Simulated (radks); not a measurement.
Initial-state core-level shifts of the terbium ion Tb2+ when its valence configuration changes from [Xe] 4f9. All-electron calculation, Dirac Kohn-Sham, PBEsol, spin-unpolarised, spherical densities, point nucleus; open shells are shared between the two j in proportion to 2j + 1. Program: a radial shooting solver on a logarithmic mesh with Libxc functionals. Shifts are changes of the shell-averaged eigenvalues in eV (positive: less bound).

| valence | 1s | 2s | 4p | 5s |
|---|---|---|---|---|
| 4f7 5d2 | -14.005 | -15.185 | -15.719 | -7.638 |
| 4f8 5d1 | -6.519 | -7.044 | -7.366 | -3.760 |
| 4f8 5d0.5 6s0.5 | -7.803 | -8.385 | -8.680 | -5.072 |
| 4f6 5d2 6s1 | -25.281 | -27.379 | -27.874 | -14.407 |
| 4f8.5 6p0.5 | -4.981 | -5.273 | -5.419 | -3.767 |
| 4f7 5d1 6p1 | -18.053 | -19.353 | -19.817 | -11.618 |
| 4f8 6s1 | -9.135 | -9.777 | -10.041 | -6.419 |
| 4f8 6p1 | -10.384 | -11.015 | -11.278 | -7.658 |
| 4f6.5 6s2 6p0.5 | -26.242 | -28.166 | -28.490 | -17.410 |
